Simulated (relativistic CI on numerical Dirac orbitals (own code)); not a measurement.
# What each ingredient does to the levels of Hg⁷⁸⁺

Base calculation: Dirac-Coulomb-Breit CI, separate exchange-only KLI orbitals for each configuration, model QED (radiative potential, 1s self-energy scaled to tabulated hydrogen-like ionisation energies), unscaled Slater integrals.

Configurations in the expansion: 1s², 1s2s, 1s2p, 1s3s, 1s3p, 1s3d, 1s4s, 1s4p, 1s4d, 1s4f, 1s5s, 1s5p, 1s5d, 1s5f, 1s5g, 1s6s, 1s6p, 1s6d, 2s². Levels of other configurations are missing.

The lowest level and the first level of each name with at least 55 % of one term (blank where a level has no safe partner in the second run):

| Level | Base (eV) | Shift (eV) |
| --- | --- | --- |
| 1s² ¹S0 | 0.0 | 0.0 |
| 1s2s ³S1 | 70014.9 | -1.9 |
| 1s2p ³P°1 | 70142.5 | -2.1 |
| 1s2s ¹S0 | 70196.0 | -0.5 |
| 1s2p ³P°0 | 70200.3 | -2.4 |
| 1s2p ³P°2 | 72394.7 | -2.0 |
| 1s2p ¹P°1 | 72449.7 | -1.9 |
| 1s3s ³S1 | 83695.4 | -1.9 |
| 1s3p ³P°1 | 83729.0 | -2.1 |
| 1s3s ¹S0 | 83743.6 | -1.7 |
| 1s3p ³P°0 | 83744.0 | -2.2 |
| 1s3p ³P°2 | 84400.1 | -2.0 |
| 1s3d ³D2 | 84409.6 | -2.0 |
| 1s3d ³D1 | 84415.0 | -2.0 |
| 1s3p ¹P°1 | 84416.8 | -2.0 |
| 1s3d ³D3 | 84595.4 | -2.0 |
| 1s3d ¹D2 | 84599.0 | -2.0 |
| 1s4s ³S1 | 88370.0 | -1.9 |
| 1s4p ³P°1 | 88383.4 | -2.0 |
| 1s4p ³P°0 | 88389.4 | -2.1 |
| 1s4s ¹S0 | 88389.4 | -1.9 |
| 1s4p ³P°2 | 88664.0 | -2.0 |

At this charge energies of transitions that change n are usually good to better than 1 %, and those within a shell (Δn = 0) to a few per cent.

Q: One thing was changed in a second run, which moved the levels as shown. Which?
A. one mean potential for all configurations
B. Breit term removed
C. QED terms removed
D. configuration mixing switched off
E. valence Slater integrals scaled by 0.9

A: A. One mean potential for all configurations. One potential for all configurations removes the relaxation of the orbitals, which moves whole configurations and changes the integrals a little.

LS names give the leading component of a level, which can be under half, so a name can repeat, a term be missing and a line seem to break the LS rules.
